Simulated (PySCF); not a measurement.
CH5AlBrN.
Bonds: C1–N2, N2–Al3, Al3–Br4. Hydrogens: H5, H6, H7 on C1; H8 on N2; H9 on Al3.

Computed by this run: PBE0-D3(BJ)/def2-SVP geometry optimisation, gas phase (PySCF 2.14.0); density fitting, grid level 1; the optimiser is geomeTRIC in internal coordinates, started from a GFN2-xTB structure with every atom displaced at random (about 0.01 Å).

Step 0: E = -79227.6097 eV
```
atom  x, y, z in Å  |  force x, y, z in eV/Å
C1     -1.3005   -0.1755   -0.2513   -0.044   1.102  -0.248
N2      0.0617   -0.5584   -0.0409    0.372  -0.212   0.050
Al3     1.4078    0.5355    0.2916    0.611  -0.673   0.085
Br4     3.5558   -0.2038    0.6244   -0.422  -0.016  -0.089
H5     -1.9880   -0.5970    0.4824   -0.307  -0.192   0.355
H6     -1.6752   -0.4382   -1.2512   -0.065  -0.093  -0.182
H7     -1.3718    0.9339   -0.1744   -0.186  -0.369  -0.011
H8      0.1686   -1.5595   -0.1135    0.255  -0.269   0.025
H9      1.1999    2.0452    0.3986   -0.216   0.723   0.016
```

Step 1: E = -79227.6727 eV
```
atom  x, y, z in Å  |  force x, y, z in eV/Å
C1     -1.3073   -0.1826   -0.2565    0.061   0.191  -0.009
N2      0.0858   -0.4993   -0.0320   -0.150  -0.050  -0.033
Al3     1.4233    0.6069    0.3024    0.206  -0.272   0.041
Br4     3.4558   -0.3750    0.5902   -0.143   0.059  -0.027
H5     -1.9774   -0.6460    0.4881   -0.014  -0.033   0.025
H6     -1.6571   -0.4880   -1.2576   -0.017  -0.052  -0.038
H7     -1.4666    0.9068   -0.1926    0.004  -0.024   0.023
H8      0.2564   -1.5002   -0.0928    0.093   0.076   0.026
H9      1.2455    2.1597    0.4165   -0.040   0.106  -0.008
```

Task: Estimate the geometry and energy of step 2. (The exact step hangs on the optimiser's Hessian estimate; all steps are aligned on step 1, rigid shifts and turns removed.)

Result: E = -79227.6767 eV, largest force 0.076 eV/Å
```
atom  x, y, z in Å  |  force x, y, z in eV/Å
C1     -1.3080   -0.1772   -0.2579    0.019   0.022  -0.004
N2      0.0826   -0.5003   -0.0310   -0.071   0.014  -0.018
Al3     1.4273    0.5933    0.3084    0.073  -0.019   0.009
Br4     3.4589   -0.3667    0.5877   -0.031  -0.016  -0.006
H5     -1.9775   -0.6451    0.4862   -0.012   0.001  -0.003
H6     -1.6572   -0.4873   -1.2596   -0.004  -0.005   0.006
H7     -1.4677    0.9110   -0.1903    0.020  -0.006   0.009
H8      0.2597   -1.4987   -0.0901    0.024  -0.002   0.007
H9      1.2401    2.1532    0.4123   -0.017   0.009  -0.001
```

The energy changes by -0.0040 eV. The first-order estimate −F·Δx gives -0.0064 eV and the mean of the old and new forces, exact on a quadratic surface, -0.0036 eV. The step makes an angle of 55° with the force vector and moves no atom by more than 0.015 Å.

The cost below is that of the whole optimisation. The run took 23 s of wall time on an Arm Neoverse V1 with one thread (shared host), and the process peaked at 0.41 GiB of memory.
